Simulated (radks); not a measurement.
The numbers below are computed, except where a source is named.
Orbital eigenvalues (eV) of the rubidium ion Rb+, [Kr], at several levels of relativity; Dirac values are averaged over j with weights 2j + 1. Spin-unpolarised spherical Kohn-Sham, PBE, point nucleus unless stated (finite: rms radius 4.2036 fm), a radial shooting solver on a logarithmic mesh with Libxc functionals. A level marked "c x" has the speed of light scaled by that factor and shares open shells by 2j + 1; other Dirac levels either fill j = l - 1/2 first or share by 2j + 1.

shell  non-rel.  scalar-rel.  Dirac, 2j+1 shares, finite nucleus  Dirac, c x 0.75  change of magnitude, last against first (%)
1s       -14749       -15040                              -15033           -15271                                        +3.54
2s      -1948.2      -2014.0                             -2012.9          -2067.4                                        +6.12
2p      -1769.4      -1786.0                             -1785.7          -1799.2                                        +1.69
3s      -292.74      -303.78                             -303.63          -312.87                                        +6.87
3p      -228.23      -230.66                             -230.66          -232.69                                        +1.96
3d      -112.00      -109.74                             -109.68          -107.84                                        -3.71
4s      -36.476      -37.631                             -37.617          -38.593                                        +5.81
4p      -21.650      -21.651                             -21.656          -21.671                                        +0.10
